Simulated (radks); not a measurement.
Valence configurations of the beryllium ion Be+ (all share [He]). Method: scalar-relativistic Kohn-Sham, r2SCAN, spin-polarised, spherical densities, finite nucleus; open shells are filled with parallel spins first; meta-GGA in the generalised Kohn-Sham scheme; Fermi nuclear charge, rms radius 2.519 fm; computed with a radial shooting solver on a logarithmic mesh with Libxc functionals. Energies are relative to 2s1; eigenvalues in eV for spin up.

valence      E (eV)  moment (Bohr magnetons)    e(2p)    e(2s)
2s1           0.000                        1        -  -14.621
2p1           4.455                        1  -10.230        -
2s0.5 2p0.5   2.254                        1  -10.175  -14.662

NIST lists [He] 2s1 as the ground configuration; this level of theory agrees among the configurations tried. The energies are those of spherical high-spin densities, not of single terms.
